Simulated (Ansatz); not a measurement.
Born–Oppenheimer molecular dynamics of CH₃FSSi (7 atoms, charge 0, multiplicity 1). It starts at the highest image of a converged band, a first-order saddle point between two minima.

The calculation used RKS PBE/STO-3G in Ansatz 0.2.0.

| Quantity | Value |
| --- | --- |
| ensemble | NVE (velocity Verlet) |
| time step | 0.5 fs |
| steps asked | 200 |
| starting velocities drawn for | 300 K |
| seed | 3266 |

First frame:

```xyz
7
Properties=species:S:1:pos:R:3
F 0.824 -1.877 0.915
C 0.307 -0.817 0.227
Si 0.963 0.930 0.330
S -0.473 1.853 -1.009
H -0.582 -1.169 -0.389
H -0.014 0.379 1.438
H -1.024 0.701 -1.512
```

Task: How far do the bonds stretch over the last three quarters of this one trajectory? (Pairs bonded in most of those frames.)

Result: 
```csv
bond,mean (Å),spread (Å),shortest,longest
F1–C2,1.391,0.023,1.35,1.43
C2–Si3,1.775,0.063,1.68,1.89
C2–H5,1.133,0.020,1.09,1.17
Si3–S4,2.142,0.038,2.09,2.21
Si3–H6,1.476,0.022,1.44,1.53
S4–H7,1.373,0.009,1.36,1.39
```

Mean temperature of the second half: 1282 K. The conserved energy stayed within 0.14 meV per atom of its start (net change -0.069 meV per atom), so the integration is sound. The system heated up, since it started high on the potential surface and ran downhill. A run of 0.1 ps of so small a system gives no equilibrium averages. The orbitals stay closed-shell, which can raise the energy where a bond breaks towards radicals; this wasn't checked here. Limits of this set-up: minimal basis.

Run time: 3.6 min on 1 CPU thread of a shared host.
